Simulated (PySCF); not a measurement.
Here is a job for PySCF.
```python
from pyscf import gto, scf, dft

mol = gto.Mole()
mol.atom = '''
    Cl   -0.000000   -0.000000   -0.073934
    H     0.000000    0.000000    1.256873
'''
mol.basis = 'cc-pvtz'
mol.charge = 1
mol.spin = 1
mol.verbose = 4
mol.build()

mf = dft.UKS(mol)
mf.xc = 'mn15'
mf.kernel()
```

Q: What total energy does MN15/cc-pVTZ in PySCF give?

A: -460.248486 Ha

Q: Give the HOMO energy at the level MN15/cc-pVTZ.

A: -20.25 eV

Q: Predict the number of basis functions from MN15/cc-pVTZ.

A: 48

Q: Give the <S^2> at the level MN15/cc-pVTZ.

A: 0.753

Q: What is the computed Mulliken (on the basis functions themselves) charges in atom order (MN15/cc-pVTZ)?

A: Cl1 0.68, H2 0.32

These values belong to the state on which the SCF converged, which isn't shown to be the lowest.
